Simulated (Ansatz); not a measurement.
Consider the redistribution: `C[SiH](F)Br` + `[CH3][Sc]([F])[Cl]` → `C[SiH](C)Br` + `[F][Sc]([F])[Cl]`.

Calculated with Ansatz (gas phase, PBE0-D4/def2-TZVP geometries, no zero-point term in ΔE). CBS: MP2 limit from def2 TZ/QZ plus the TZ coupled-cluster correction, frozen cores. DFT in def2-TZVPP. B3LYP here is the variant with VWN-RPA as its local correlation; programs differ in this. HSE06 is defined as in plane-wave codes. For Br, Sc outer-core shells are correlated without core-valence functions, which leaves a few kJ/mol of doubt a bond. Scalar relativity is left out up to krypton.

```json
{"level": "LDA (SPW92)", "ΔE (kcal/mol)": "-27.4"}
{"level": "B3LYP-D4", "ΔE (kcal/mol)": "-26.0"}
{"level": "HSE06-D4", "ΔE (kcal/mol)": "-26.7"}
{"level": "ωB97X-V", "ΔE (kcal/mol)": "-26.7"}
{"level": "r2SCAN", "ΔE (kcal/mol)": "-26.3"}
{"level": "B3LYP", "ΔE (kcal/mol)": "-25.2"}
{"level": "MP2/def2-SVP", "ΔE (kcal/mol)": "-32.9"}
{"level": "HF/CBS(def2)", "ΔE (kcal/mol)": "-22.9"}
```

What does CCSD(T)/CBS give? (An estimate is asked.)

The calculation gave: -23.8 kcal/mol. The listed levels differ from it by -3.6, -2.2, -2.9, -2.9, -2.5, -1.4, -9.1, 0.9 kcal/mol.

Largest T1 diagnostic among the species: 0.016.

The D4 term adds −0.8 kcal/mol with B3LYP and −0.4 kcal/mol with PBE0; it sums over pairs of atoms, weighted by their polarisabilities, and B3LYP, whose exchange is more repulsive, gets the larger term. At CCSD(T), def2-SVP lies −8.5 kcal/mol from the extrapolated value and def2-TZVPP −1.8 kcal/mol.
